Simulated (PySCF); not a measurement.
## Working out the ionisation energy of Mn⁺

Mn⁺ [Ar] 3d5 4s1 (7S) → Mn²⁺ [Ar] 3d5 (6S). All numbers are calculated (PySCF 2.14, scalar relativity by spin-free X2C-1e, in x2c-SVPall (5s3p3d1f, 36 functions)). Frozen: [Ar]. Energies in hartree (1 hartree = 27.21139 eV):

```
             part   Mn⁺ (lower)  Mn²⁺ (upper)
              UHF  -1156.969279  -1156.425400
MP2 opposite-spin      0.000000      0.000000
    MP2 same-spin     -0.049421     -0.042143
```

Task: What does Hartree-Fock give?

Result: (-1156.425400) − (-1156.969279) = 0.543879 hartree = 14.800 eV.

Task: What do MP2 and SCS-MP2 (6/5 opposite-spin, 1/3 same-spin) give?

Result: The opposite-spin parts differ by 0.000 eV and the same-spin parts by 0.198 eV. MP2: 14.800 + (0.000) + (0.198) = 14.998 eV. SCS-MP2: 14.800 + 1.2 × (0.000) + (0.198)/3 = 14.866 eV.

Measured between the centres of the two terms (NIST): 15.640 eV, so MP2 (valence) is off by -0.642 eV.

A double-zeta basis recovers only part of the correlation energy.

What remains against the reference includes basis incompleteness, the frozen core and correlation beyond second order.
